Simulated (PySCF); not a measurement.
B(OH)₃, singlet: structure and spectrum

Computed with PBE0 in PySCF with B def2-TZVP, O def2-TZVP, H def2-TZVP; no relativity; density-fitted integrals.

The structure is a minimum.

```xyz
7
charge 0 multiplicity 1, angstrom
B     0.0000    0.0000    0.0000
O     1.3600    0.1293    0.0000
O    -0.7920    1.1132    0.0000
O    -0.5680   -1.2425    0.0000
H     1.8049   -0.7209    0.0000
H    -0.2782    1.9235    0.0000
H    -1.5267   -1.2026    0.0000
```

* Point group: C3h
* Bond lengths: B–O 1.366 Å (×3), O–H 0.960 Å (×3)
* Bond angles: B–O–H 112.2° (×3), O–B–O 120.0° (×3)
* Heat capacity Cp at 298.15 K: 71.7 J/(mol K)
* Lowest empty level: 0.60 eV
* Entropy at 298.15 K and 1 bar: 270.3 J/(mol K)
* Dipole moment: 0.00 D
* Zero-point energy: 129.4 kJ/mol
* Atomisation energy without zero-point energy: 3030 kJ/mol
* Principal polarisabilities: 18.8, 28.0, 28.0 bohr³
* Principal quadrupole moments (Buckingham, traceless) about the centre of mass: -2.72, 1.36, 1.36 D Å
* Highest occupied level: -9.32 eV
* Rotational constants: 0.3339, 0.3339, 0.1669 cm⁻¹
* Enthalpy at 298.15 K above 0 K: 13.94 kJ/mol
* Rotational symmetry number: 3

Harmonic modes (masses in u: B 11.009, O 15.995, H 1.008):
```json
{"symmetry": "e'", "ω (cm⁻¹)": "428", "IR (km/mol, summed over degenerate members)": "60.2"}
{"symmetry": "a''", "ω (cm⁻¹)": "441", "IR (km/mol, summed over degenerate members)": "329"}
{"symmetry": "e''", "ω (cm⁻¹)": "535", "IR (km/mol, summed over degenerate members)": "0.0"}
{"symmetry": "a''", "ω (cm⁻¹)": "675", "IR (km/mol, summed over degenerate members)": "87.1"}
{"symmetry": "a'", "ω (cm⁻¹)": "886", "IR (km/mol, summed over degenerate members)": "0.0"}
{"symmetry": "e'", "ω (cm⁻¹)": "1018", "IR (km/mol, summed over degenerate members)": "343"}
{"symmetry": "a'", "ω (cm⁻¹)": "1019", "IR (km/mol, summed over degenerate members)": "0.0"}
{"symmetry": "e'", "ω (cm⁻¹)": "1470", "IR (km/mol, summed over degenerate members)": "814"}
{"symmetry": "e'", "ω (cm⁻¹)": "3904", "IR (km/mol, summed over degenerate members)": "225"}
{"symmetry": "a'", "ω (cm⁻¹)": "3905", "IR (km/mol, summed over degenerate members)": "0.0"}
```

In C3h the vibrations span 4e' + 2a'' + e'' + 3a'. The a', e'' modes carry no infrared intensity, as symmetry demands.

Charges (e):
| atom | Mulliken | Löwdin | polar tensor | Mayer order to B1 |
| --- | --- | --- | --- | --- |
| B1 | 0.35 | -1.15 | 1.40 | – |
| O2,3,4 | -0.45 | 0.17 | -0.77 | 1.30 |
| H5,6,7 | 0.34 | 0.21 | 0.30 | 0.03 |
Other Mayer orders above 0.3: O–H 0.87 (×3).

Mulliken populations on B1: s 2.68, p 1.55, d 0.36, f 0.05.

This need not be the most stable arrangement of these atoms.

The final relaxation and frequency run took 60 s on 4 threads of a shared Arm Neoverse N1 host, with 142 basis functions and 14 gradients; the process peaked at 2.1 GiB.
